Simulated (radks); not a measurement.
Results of a calculation; reference values are marked as such.
Question: The table gives one normalised radial function P(r) = r R(r) (large component) of Cd46+ in [He] (r in bohr). Code: a radial shooting solver on a logarithmic mesh with Libxc functionals. Model: Dirac Kohn-Sham, relativistic LDA (MacDonald-Vosko exchange, VWN5 correlation), spin-unpolarised, spherical densities, finite nucleus; Fermi nuclear charge, rms radius 4.6087 fm.

r	P
0.001523	1.0947
0.001637	1.1647
0.001773	1.2472
0.001905	1.3258
0.002064	1.4182
0.002218	1.5060
0.002403	1.6089
0.002582	1.7064
0.002775	1.8087
0.003006	1.9280
0.00323	2.0405
0.0035	2.1712
0.003761	2.2938
0.004042	2.4212
0.004378	2.5679
0.004705	2.7045
0.005097	2.8608
0.005477	3.0053
0.005886	3.1527
0.006377	3.3194
0.006853	3.4711
0.007423	3.6406
0.007978	3.7929
0.008642	3.9604
0.009287	4.1083
0.009981	4.2519
0.01081	4.4047
0.01162	4.5341
0.01259	4.6666
0.01353	4.7736
0.01454	4.8668
0.01575	4.9517
0.01692	5.0089
0.01833	5.0486
0.0197	5.0605
0.02134	5.0450
0.02293	5.0035
0.02465	4.9345
0.0267	4.8245
0.02869	4.6953
0.03108	4.5182
0.0334	4.3298
0.0359	4.1154
0.03889	3.8497
0.04179	3.5891
0.04527	3.2806
0.04865	2.9906
0.05228	2.6940
0.05664	2.3630
0.06086	2.0696
0.06593	1.7552
0.07085	1.4878
0.07676	1.2133
0.08249	0.9900
0.08864	0.7918
0.09603	0.6021
0.1032	0.4591
0.1118	0.3298
0.1201	0.2379

Which n and l does it have? It may be an empty orbital.

Answer: n = 1, l = 0: the number of nodes gives n - l - 1 = 0, the rise at small r points to l (this Dirac orbital starts outside the nucleus as r^gamma with gamma = sqrt((l + 1)^2 - (Z/c)^2) = 0.94; the j = 1/2 orbital of l + 1 starts with the same power, but with a smaller coefficient, and then steepens), and the extent must fit the shell. The curve is that of 1s1/2. 1s1/2: eigenvalue -31058 eV, 0 radial nodes, <r> = 0.0303 bohr, 90 % of the charge inside 0.0543 bohr.
